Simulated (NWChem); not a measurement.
System: SbI3; SMILES [I][Sb]([I])[I]

NWChem input:

```
start job
memory heap 200 mb stack 900 mb global 1100 mb
geometry units angstroms noautosym nocenter noautoz
  Sb     0.000000     0.000000     0.967303
  I     -0.656269    -2.328712    -0.309705
  I     -1.688590     1.732701    -0.309705
  I      2.344858     0.596011    -0.309705
end
basis spherical
  * library def2-svpd
end
ecp
  Sb library def2-ecp
  I library def2-ecp
end
dft
  xc pbe0
  iterations 150
end
tddft
  cis
  nroots 6
  notriplet
end
task tddft energy
```

Structure relaxed at the PBE0/def2-SVP level. Not confirmed as a minimum by frequencies. def2 effective core potentials on Sb, I; no spin-orbit coupling.

Vertical excitations in the gas phase.

### Question
Predict the main results of this run. (PBE0/def2-SVPD with def2 effective core potentials on Sb, I, TDA.) Quantities: lowest excitation, singlet (eV); orbital gap (eV).

### Answer
- lowest excitation, singlet (eV): 3.53
- orbital gap (eV): 4.58
